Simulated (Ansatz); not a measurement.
CH3NSi2, SMILES `[C-]#[N+][Si][SiH3]` (lower singlet) (charge 0, multiplicity 1). This singlet lies 0.90 eV below the relaxed triplet at the level frozen-core CCSD(T)/cc-pVTZ // PBE0-D3(BJ)/def2-TZVP (Ansatz, a quantum-chemistry and plane-wave program).

Cartesian coordinates (Å):
```xyz
7

C      2.7406     0.8168     0.2061
N      1.9339    -0.0228     0.0197
Si     0.8982    -1.4061    -0.2811
Si    -1.0899    -0.0709    -0.0255
H     -1.0867     0.5316     1.3372
H     -1.0621     1.0192    -1.0408
H     -2.3340    -0.8677    -0.2020
```
Charge 0, spin multiplicity 1.

Frozen-core energies in 6-31g from Ansatz at a geometry from PBE0-D3(BJ)/def2-TZVP; the HF reference has <S^2> = 0.00 (restricted, and unstable towards unrestricted orbitals) and the T1 diagnostic is 0.017.

```csv
level,energy (Ha)
HF,-671.72298
MP2,-671.99964
CCSD,-672.03364
```

**Question.** Estimate the energies of CCSD(T), CCSDT and CCSDT(Q), and give each level's difference from CCSDT(Q).

**Answer.** 
```
level     energy (Ha)  difference from CCSDT(Q) (mHa)
--------  -----------  ------------------------------
MP2        -671.99964                           47.38
CCSD       -672.03364                           13.38
CCSD(T)    -672.04518                            1.84
CCSDT      -672.04615                            0.87
CCSDT(Q)   -672.04702                            0.00
```
